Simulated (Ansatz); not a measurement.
H₃O₃Zr (SMILES [OH][Zr+]([OH])[OH]), charge +1, singlet, geometry from GFN2-xTB (such geometries of metal compounds can be far from the true shape) (the multiplicity is a formal guess) (core potentials on Zr); B97M-V/def2-SVP in Ansatz (a program for electronic structure).

The Ansatz input:
Ansatz 0.2 input:
```yaml
crystal:
  periodic: [false, false, false]
  atoms:
    - {symbol: Zr, position_ang: [-0.00000000, 0.00000000, -0.00000000]}
    - {symbol: O, position_ang: [1.73087780, -0.30028533, -0.50620704]}
    - {symbol: H, position_ang: [2.64521877, -0.45891189, -0.77361230]}
    - {symbol: O, position_ang: [-0.62364378, -0.68582318, 1.57577593]}
    - {symbol: H, position_ang: [-0.95308533, -1.04811117, 2.40818392]}
    - {symbol: O, position_ang: [-1.10723402, 0.98610851, -1.06956890]}
    - {symbol: H, position_ang: [-1.69213344, 1.50702306, -1.63457162]}
basis:
  gaussian:
    orbitals: def2-SVP
hamiltonian:
  xc: {name: B97M-V}
total_charge: 1
accuracy: high
```

Question: What does Ansatz print? Leave out banner, timings and long lists.

Answer: 
```
Functional definition: B97M-V
1850 factors; integrals over basis functions are off by at most 9.5e-9 eV
mean field evaluation 1: about -7431.1734 eV, gradient 1.3e2 eV
mean field evaluation 2: about -7187.4424 eV, gradient 3.2e2 eV
mean field evaluation 4: about -7461.1075 eV, gradient 1.4e1 eV
mean field evaluation 8: about -7461.5341 eV, gradient 7.6e-2 eV
mean field evaluation 16: about -7461.5341 eV, gradient 1.8e-6 eV
mean field -7461.53413619 eV, -274.2063218957 hartree, gradient 7.6e-8 eV, S^2 0.000000; 0 other end points of the search recorded, 0 dependent functions left out
reference -7461.53414674 eV, -274.2063222833 hartree; 19, 19 occupied and 69, 69 virtual orbitals, 1850 factors
Total energy: -7461.53414674 eV, -274.2063222833 hartree
```
